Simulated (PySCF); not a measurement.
PySCF input for B(AsH2)2(F) (As2BFH4), SMILES FB([AsH2])[AsH2], PBE-D3(BJ)/def2-SVP. Geometry: PBE-D3(BJ)/def2-SVP. This is a generated structure with no PubChem entry under its InChIKey; it may be hypothetical.

```python
import numpy as np
from pyscf import gto, scf, dft, df
from pyscf.hessian import thermo

mol = gto.M(
    atom='''
    B    -0.00000000   -0.00000000    0.68121488
    As    1.80308921   -0.06315895   -0.29888240
    H     2.42452933    1.08238812    0.51579015
    H     1.32799760    0.85376541   -1.43486327
    As   -1.80308921    0.06315895   -0.29888240
    H    -2.42452934   -1.08238811    0.51579014
    H    -1.32799760   -0.85376541   -1.43486326
    F     0.00000000   -0.00000000    2.01759000
    ''',
    basis='def2-SVP',
    charge=0,
    spin=0,
    max_memory=1600,
    verbose=3,
)
mf = dft.RKS(mol, xc='pbe').density_fit(auxbasis='def2-universal-jkfit')
mf.disp = 'd3bj'
mf.grids.level = 3
mf.conv_tol = 1e-11
mf.max_cycle = 100
mf.kernel()

# [left out here: the lines that compute and print the analytic Hessian (its translational invariance restored by hand, since the grid's response is missing), thermochemistry and intensities]
```

Output:

```
converged SCF energy = -4597.43694167113

WARN: DFTD3 does not support analytical Hessian, using finite difference


WARN: Mole.unit (angstrom) is changed to Bohr

Mode                                 0                   1                   2
Irrep
Freq [cm^-1]                      110.4345            128.7622            161.4991
Reduced mass [au]                  10.6655              1.1117              1.0349
Force const [Dyne/A]                0.0766              0.0109              0.0159
Char temp [K]                     158.8907            185.2601            232.3613
Normal mode                   x     y     z       x     y     z       x     y     z
       0   B                -0.00 -0.00 -0.08    0.01  0.05 -0.00    0.00  0.00 -0.01
       1  As                 0.07 -0.00  0.02   -0.00 -0.01 -0.01    0.01  0.00 -0.01
       2   H                -0.05  0.06  0.02    0.25 -0.34  0.26    0.15 -0.32  0.33
       3   H                 0.13 -0.08 -0.07    0.14  0.36  0.23    0.14  0.40  0.26
       4  As                -0.07  0.00  0.02   -0.00 -0.01  0.01   -0.01 -0.00 -0.01
       5   H                 0.05 -0.06  0.02    0.25 -0.34 -0.26   -0.15  0.32  0.33
       6   H                -0.13  0.08 -0.07    0.14  0.36 -0.23   -0.14 -0.40  0.26
       7   F                 0.00 -0.00 -0.08   -0.02  0.04 -0.00   -0.00  0.00 -0.01
Mode                                 3                   4                   5
Irrep
Freq [cm^-1]                      235.5969            312.4910            317.4285
Reduced mass [au]                  13.4633              8.8472              2.2754
Force const [Dyne/A]                0.4403              0.5090              0.1351
Char temp [K]                     338.9715            449.6050            456.7089
Normal mode                   x     y     z       x     y     z       x     y     z
       0   B                -0.00 -0.03  0.00    0.00  0.00 -0.13   -0.02 -0.21 -0.00
       1  As                 0.03  0.00 -0.03   -0.04  0.00  0.03    0.00  0.00 -0.00
       2   H                 0.00  0.04 -0.07   -0.08 -0.03  0.09   -0.28  0.01  0.21
       3   H                -0.10 -0.01  0.01    0.13 -0.00 -0.05   -0.17  0.12  0.16
       4  As                 0.03  0.00  0.03    0.04 -0.00  0.03    0.00  0.00  0.00
       5   H                 0.00  0.04  0.07    0.08  0.03  0.09   -0.28  0.01 -0.21
       6   H                -0.10 -0.01 -0.01   -0.13  0.00 -0.05   -0.17  0.12 -0.16
       7   F                -0.19  0.01  0.00   -0.00 -0.00 -0.14    0.03  0.07 -0.00
Mode                                 6                   7                   8
Irrep
Freq [cm^-1]                      512.6165            569.9165            655.2902
Reduced mass [au]                   1.0295              1.2596              1.5524
Force const [Dyne/A]                0.1594              0.2411              0.3928
Char temp [K]                     737.5410            819.9830            942.8167
Normal mode                   x     y     z       x     y     z       x     y     z
       0   B                -0.00  0.00 -0.01    0.11 -0.05 -0.00   -0.01 -0.18  0.00
       1  As                 0.00 -0.01 -0.00   -0.01  0.00  0.01   -0.01  0.01  0.00
       2   H                -0.51  0.13  0.22    0.35 -0.03 -0.23    0.31 -0.12 -0.08
       3   H                -0.34  0.09  0.21   -0.42 -0.01  0.18    0.34 -0.13 -0.24
       4  As                -0.00  0.01 -0.00   -0.01  0.00 -0.01   -0.01  0.01 -0.00
       5   H                 0.51 -0.13  0.22    0.35 -0.03  0.23    0.31 -0.12  0.08
       6   H                 0.34 -0.09  0.21   -0.42 -0.01 -0.18    0.34 -0.13  0.24
       7   F                 0.00  0.00 -0.01    0.01  0.00 -0.00   -0.01  0.03  0.00
Mode                                 9                  10                  11
Irrep
Freq [cm^-1]                      655.9066            806.9693            951.6670
Reduced mass [au]                   1.1494              3.8080              1.0225
Force const [Dyne/A]                0.2913              1.4610              0.5456
Char temp [K]                     943.7036           1161.0491           1369.2369
Normal mode                   x     y     z       x     y     z       x     y     z
       0   B                -0.00 -0.00 -0.03   -0.26 -0.01 -0.00   -0.00  0.00  0.01
       1  As                 0.00 -0.00  0.01    0.01 -0.00 -0.00   -0.00 -0.01  0.00
       2   H                 0.33 -0.01 -0.22    0.18  0.04 -0.18   -0.08  0.32 -0.37
       3   H                -0.46  0.05  0.24   -0.11  0.08  0.10    0.25  0.38  0.19
       4  As                -0.00  0.00  0.01    0.01 -0.00  0.00    0.00  0.01  0.00
       5   H                -0.33  0.01 -0.22    0.18  0.04  0.18    0.08 -0.32 -0.37
       6   H                 0.46 -0.05  0.24   -0.11  0.08 -0.10   -0.25 -0.38  0.19
       7   F                -0.00  0.00 -0.07    0.03  0.00 -0.00    0.00 -0.00 -0.01
Mode                                12                  13                  14
Irrep
Freq [cm^-1]                      958.1280           1254.3361           2134.0372
Reduced mass [au]                   1.0610             10.9078              1.0195
Force const [Dyne/A]                0.5739             10.1115              2.7357
Char temp [K]                    1378.5329           1804.7104           3070.4043
Normal mode                   x     y     z       x     y     z       x     y     z
       0   B                -0.05  0.03 -0.00    0.00  0.00 -0.25   -0.00  0.00  0.00
       1  As                 0.01  0.01 -0.00   -0.00 -0.00  0.00    0.00  0.01  0.00
       2   H                 0.07 -0.30  0.36    0.02  0.00 -0.04   -0.25 -0.43 -0.32
       3   H                -0.28 -0.37 -0.17   -0.05  0.02  0.04    0.12 -0.22  0.29
       4  As                 0.01  0.01  0.00    0.00  0.00  0.00   -0.00 -0.01  0.00
       5   H                 0.07 -0.30 -0.36   -0.02 -0.00 -0.04    0.25  0.43 -0.32
       6   H                -0.28 -0.37  0.17    0.05 -0.02  0.04   -0.12  0.22  0.29
       7   F                 0.00 -0.00  0.00   -0.00  0.00  0.13    0.00 -0.00 -0.00
Mode                                15                  16                  17
Irrep
Freq [cm^-1]                     2136.8826           2157.1508           2162.0506
Reduced mass [au]                   1.0195              1.0220              1.0220
Force const [Dyne/A]                2.7427              2.8020              2.8146
Char temp [K]                    3074.4983           3103.6597           3110.7094
Normal mode                   x     y     z       x     y     z       x     y     z
       0   B                 0.00 -0.00  0.00    0.00 -0.00  0.00   -0.00  0.00  0.00
       1  As                -0.00 -0.01 -0.00    0.00 -0.00  0.01    0.00 -0.00  0.01
       2   H                 0.25  0.43  0.32   -0.15 -0.28 -0.19   -0.16 -0.29 -0.20
       3   H                -0.11  0.21 -0.29   -0.18  0.35 -0.44   -0.18  0.35 -0.44
       4  As                -0.00 -0.01  0.00    0.00 -0.00 -0.01   -0.00  0.00  0.01
       5   H                 0.25  0.43 -0.32   -0.15 -0.28  0.19    0.16  0.29 -0.20
       6   H                -0.11  0.21  0.29   -0.18  0.35  0.44    0.18 -0.35 -0.44
       7   F                -0.00  0.00 -0.00   -0.00 -0.00 -0.00    0.00  0.00 -0.00
temperature 298.1500 [K]
pressure 101325.00 [Pa]
Rotational constants [GHz] 4.82836 0.99681 0.83788
Symmetry number 2
Zero-point energy (ZPE) 0.03695 [Eh]   97024.104 [J/mol]
                           tot       elec      trans        rot        vib
Entropy [J/mol/K]       353.579      0.000    173.763    114.602     65.213
Cv [J/mol/K]             94.731      0.000     12.472     12.472     69.788
Cp [J/mol/K]            103.046      0.000     20.786     12.472     69.788
Internal energy [J/mol]                      3718.434   3718.434 107958.589
Internal energy [Eh]   -4597.39299  -4597.43694
Enthalpy [J/mol]                             6197.391   3718.434 107958.589
Enthalpy [Eh]          -4597.39205
Gibbs free energy [J/mol]                  -45610.173 -30450.172  88515.218
Gibbs free energy [Eh] -4597.43220
mode   freq/cm-1   IR/(km/mol)
   1      110.43         0.438
   2      128.76         1.932
   3      161.50         1.289
   4      235.60         2.093
   5      312.49         1.147
   6      317.43        11.808
   7      512.62         0.669
   8      569.92        11.359
   9      655.29        17.663
  10      655.91        24.358
  11      806.97       151.548
  12      951.67         5.020
  13      958.13        33.956
  14     1254.34       180.490
  15     2134.04         0.014
  16     2136.88       116.380
  17     2157.15        36.591
  18     2162.05       102.699
max |gradient| / (hartree/bohr): 8.092322447611348e-05
APT charges: [ 0.824   0.0945 -0.1224 -0.1034  0.0945 -0.1224 -0.1034 -0.5614]
```

Self-consistency was reached.

Cost: roughly 110 core-seconds.
